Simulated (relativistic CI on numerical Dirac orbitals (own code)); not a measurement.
# Cd IV: sensitivity of the levels to the model

Base calculation: Dirac-Coulomb-Breit CI, orbitals from a KLI potential per configuration, model QED, valence Slater integrals scaled by 0.85, P86 correlation energy added to each configuration.

Configuration list (outside the closed core [Ar] 3d10 4s2): 4p6 4d9, 4p6 4d8 5s, 4p6 4d8 4f, 4p6 4d8 5p, 4p6 4d8 5d, 4p6 4d7 5s2, 4p6 4d8 6s, 4p6 4d8 6p, 4p6 4d7 4f2, 4p5 4d10, 4p6 4d7 5s 5p, 4p6 4d8 6d, 4p6 4d8 5f, 4p6 4d8 5g, 4p6 4d8 6f, 4p6 4d7 4f 5s. Levels of other configurations are missing.

The lowest level and the first level of each name with at least 55 % of one term (blank where a level has no safe partner in the second run):

```csv
Level,Base (cm⁻¹),Shift (cm⁻¹)
4p6 4d9 2D_5/2,0.0,0.0
4p6 4d9 2D_3/2,5569.1,-19.9
4p6 4d8 5s 4F_9/2,115497.7,+820.6
4p6 4d8 5s 4F_7/2,118507.3,+705.9
4p6 4d8 5s 4F_5/2,121402.0,+747.2
4p6 4d8 5s 4F_3/2,122807.8,+603.9
4p6 4d8 5s 2F_7/2,125474.8,-23.6
4p6 4d8 5s 4P_1/2,134608.4,-874.6
4p6 4d8 5s 2D_5/2,137961.3,-760.9
4p6 4d8 5s 2G_9/2,140990.0,-1656.1
4p6 4d8 5s 2G_7/2,141134.8,-1657.8
4p6 4d8 5s 2P_3/2,141941.4,-1566.7
4p6 4d8 5s 2P_1/2,142447.6,-1793.3
4p6 4d8 5s 2S_1/2,170365.4,-4864.1
4p6 4d8 5p 4D°_7/2,177055.5,+1229.8
4p6 4d8 5p 4D°_5/2,181738.9,+1178.8
4p6 4d8 5p 4G°_11/2,183176.0,+944.5
4p6 4d8 5p 4G°_7/2,183686.3,+963.1
4p6 4d8 5p 4D°_3/2,185264.1,+1084.4
4p6 4d8 5p 4G°_5/2,185278.8,+744.1
4p6 4d8 5p 4F°_9/2,185750.0,+658.7
4p6 4d8 5p 4D°_1/2,187046.1,+1043.3
```

For a near-neutral ion this model can misplace configurations by up to about 10,000 cm⁻¹ (more where the count of f electrons changes) and terms by 10 to 25 % of their spread. Rates follow the energies as ν³ (E1, M1) or ν⁵ (E2), so they and the lifetimes can be off by large factors. The fine structure of a lone outer electron comes out too small, for d and f at times inverted, and misplaced configurations move strength between like terms. 28 of the 42 excited levels that our extract of the measured tables holds in this range could be paired (the sources list more); they are missed by 5086 cm⁻¹ on average and 7142 at most, and levels without a partner can miss by more.

(1) One thing was changed in a second run, which moved the levels as shown. Which?
A. valence Slater integrals scaled by 0.75
B. QED terms removed
C. configuration mixing switched off
D. Breit term removed

## Answers

(1) A. Valence Slater integrals scaled by 0.75. Scaling acts on the splittings between terms and on the mixing, and leaves the fine structure of pure LS terms nearly alone; in jj coupling it moves the levels of one term differently.

LS names give the leading component of a level, which can be under half, so a name can repeat, a term be missing and a line seem to break the LS rules.
